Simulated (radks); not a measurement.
The numbers below are computed, except where a source is named.
The mean radii <r> (bohr) of the occupied orbitals of an atom or ion are listed with their occupations. Level of theory: non-relativistic Kohn-Sham, TPSS, spin-polarised, spherical densities, point nucleus; meta-GGA in the generalised Kohn-Sham scheme (a radial shooting solver on a logarithmic mesh with Libxc functionals).

| orbital | occ. | <r> |
|---|---|---|
| 1s down | 1 | 0.01992 |
| 1s up | 1 | 0.01992 |
| 2s up | 1 | 0.08406 |
| 2s down | 1 | 0.08405 |
| 2p up | 3 | 0.07110 |
| 2p down | 3 | 0.07109 |
| 3s up | 1 | 0.2108 |
| 3s down | 1 | 0.2106 |
| 3p up | 3 | 0.2010 |
| 3p down | 3 | 0.2008 |
| 3d up | 5 | 0.1758 |
| 3d down | 5 | 0.1758 |
| 4s up | 1 | 0.4264 |
| 4s down | 1 | 0.4273 |
| 4p up | 3 | 0.4242 |
| 4p down | 3 | 0.4252 |
| 4d up | 5 | 0.4148 |

Name the element and its charge. Open shells, if any, are filled with parallel spins first.

Answer. Z = 76, osmium, charge +35: Os35+ in [Kr] 4d5. The 1s radius gives Z: for a bare nucleus <r> = 1.5/Z, 0.01974 bohr for Z = 76, and screening makes it slightly larger (0.01992 here). The occupations add up to 41, and the charge is Z minus that.
